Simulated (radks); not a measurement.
Coulomb parameter of the 4f shell of the neodymium ion Nd2+ in the model configuration [Xe] 4f2.5 5d1.5, as a second difference U = [E(n + 1) + E(n - 1) - 2 E(n)] / (1)^2 with all orbitals relaxed. "Bare": the charge of the atom changes with n. "Screened": the 5d shell takes up the change at fixed total charge, which measures U(4f,4f) + U(5d,5d) - 2 U(4f,5d). All-electron calculation, Dirac Kohn-Sham, BLYP, spin-unpolarised, spherical densities, point nucleus; open shells are shared between the two j in proportion to 2j + 1. Program: a radial shooting solver on a logarithmic mesh with Libxc functionals.

| case | configuration | E - E(n) (eV) |
|---|---|---|
| start | [Xe] 4f2.5 5d1.5 | 0.000 |
| bare +1 | [Xe] 4f3.5 5d1.5 | -15.256 |
| bare -1 | [Xe] 4f1.5 5d1.5 | 31.810 |
| screened +1 | [Xe] 4f3.5 5d0.5 | -4.947 |
| screened -1 | [Xe] 4f1.5 5d2.5 | 9.959 |

U(bare) = 16.554 eV, U(screened by 5d) = 5.012 eV.
